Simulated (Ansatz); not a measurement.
Reaction (isomerisation): `C[Si](N)(O)[SiH3]` → `C[SiH2][SiH](N)O`

Computed with Ansatz on PBE0-D4/def2-TZVP structures; ΔE is electronic, products minus reactants. CBS: MP2 limit from def2 TZ/QZ plus the TZ coupled-cluster correction, frozen cores. Functionals use def2-TZVPP. B3LYP here is the variant with VWN-RPA as its local correlation; programs differ in this. Each species was taken in one conformer, which may not be the lowest.

```tsv
level	ΔE (kJ/mol)	difference from CCSD(T)/CBS
PBE-D4	9.8	0.4
r2SCAN-D4	11.2	1.8
PBE0-D4	9.8	0.4
B3LYP-D4	9.5	0.1
ωB97X-V	8.9	-0.5
ωB97M-V	9.7	0.3
B2PLYP	8.0	-1.4
PBE	8.3	-1.1
r2SCAN	10.8	1.4
PBE0	8.5	-0.9
B3LYP	7.2	-2.2
HF/def2-TZVPP	6.9	-2.5
MP2/def2-TZVPP	9.0	-0.4
SCS-MP2/def2-TZVPP	8.0	-1.4
CCSD/def2-TZVPP	9.5	0.1
CCSD(T)/def2-TZVPP	10.1	0.7
HF/def2-QZVPP	6.8	-2.6
MP2/def2-QZVPP	8.6	-0.8
SCS-MP2/def2-QZVPP	7.7	-1.7
HF/CBS(def2)	6.8	-2.6
MP2/CBS(def2)	8.4	-1.0
CCSD/CBS(def2)	8.9	-0.5
CCSD(T)/CBS	9.4	0
```

Largest T1 diagnostic among the species: 0.012.
